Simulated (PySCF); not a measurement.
## Spin-rotation constants: `B[C@H]1CC=CCCC1`, C7H13B

Cartesian coordinates in Å; atom numbers follow the order of the lines, from 1:
```xyz
21

B    -2.056    0.025    0.853
C    -1.255   -0.114   -0.495
C    -0.532    1.172   -0.944
C     0.347    1.729    0.135
C     1.403    1.099    0.625
C     1.859   -0.253    0.165
C     0.813   -1.347    0.410
C    -0.337   -1.342   -0.595
H    -2.479    1.065    1.178
H    -2.302   -0.922    1.494
H    -2.056   -0.286   -1.236
H    -1.274    1.920   -1.225
H     0.075    0.951   -1.829
H     0.074    2.699    0.528
H     1.982    1.560    1.413
H     2.088   -0.220   -0.905
H     2.777   -0.519    0.690
H     1.313   -2.318    0.349
H     0.411   -1.238    1.420
H     0.079   -1.408   -1.605
H    -0.941   -2.238   -0.429
```

Computed, not measured: PySCF 2.14.0, GIAO PBE/pcSseg-1 magnetisability, rotational g tensor and spin-rotation constants, non-relativistic, gas phase. Geometry: GFN2-xTB.

(1) Give the nuclear spin-rotation constants along the inertial axes (H = +C I·J) beside the isotropic shieldings.

(2) How do the rotational constants and the g tensor change when H9, H10, H11, H12, H13, H14, H15, H16, H17, H18, H19, H20, H21 are replaced by deuterium?

Answers

(1) Rotational constants 2.6566, 2.1711, 1.5598 GHz. A star marks the isotopologue with that one atom substituted, in its own axes.
| atom | isotope | Caa (kHz) | Cbb (kHz) | Ccc (kHz) | mean (kHz) | σ (ppm) |
| --- | --- | --- | --- | --- | --- | --- |
| B1 | 11B | 0.592 | 1.191 | 0.645 | 0.809 | 1.2 |
| H9 | 1H | -0.222 | 0.214 | -0.103 | -0.037 | 23.2 |
| H10 | 1H | -0.241 | 0.118 | -0.026 | -0.050 | 23.3 |
| H11 | 1H | -0.039 | -0.290 | -0.076 | -0.135 | 30.1 |
| H12 | 1H | -0.091 | -0.060 | -0.158 | -0.103 | 28.7 |
| H13 | 1H | -0.230 | -0.223 | 0.025 | -0.143 | 29.1 |
| H14 | 1H | -0.269 | 0.179 | -0.117 | -0.069 | 24.8 |
| H15 | 1H | -0.035 | -0.159 | -0.027 | -0.074 | 25.4 |
| H16 | 1H | -0.276 | -0.243 | 0.064 | -0.152 | 29.2 |
| H17 | 1H | 0.021 | -0.199 | -0.139 | -0.106 | 29.2 |
| H18 | 1H | -0.236 | 0.045 | -0.171 | -0.121 | 29.5 |
| H19 | 1H | -0.279 | -0.238 | 0.024 | -0.165 | 30.7 |
| H20 | 1H | -0.273 | -0.240 | 0.053 | -0.153 | 29.7 |
| H21 | 1H | -0.146 | -0.007 | -0.158 | -0.103 | 28.6 |
| C2 | 13C* | 0.459 | 0.569 | 0.269 | 0.432 | 129.2 |
| C3 | 13C* | 0.519 | 0.372 | 0.275 | 0.389 | 143.0 |
| C4 | 13C* | 0.813 | 0.968 | 0.430 | 0.737 | 36.9 |
| C5 | 13C* | 0.884 | 0.820 | 0.474 | 0.726 | 39.7 |
| C6 | 13C* | 0.468 | 0.376 | 0.272 | 0.371 | 147.2 |
| C7 | 13C* | 0.491 | 0.416 | 0.243 | 0.383 | 145.3 |
| C8 | 13C* | 0.538 | 0.423 | 0.287 | 0.416 | 134.6 |

For the geometry as given, no vibrational averaging.

(2) Constants 2.1063, 1.7580, 1.2906 GHz; g -0.0166, -0.0240, -0.0157, against -0.0199, -0.0304, -0.0190 before.
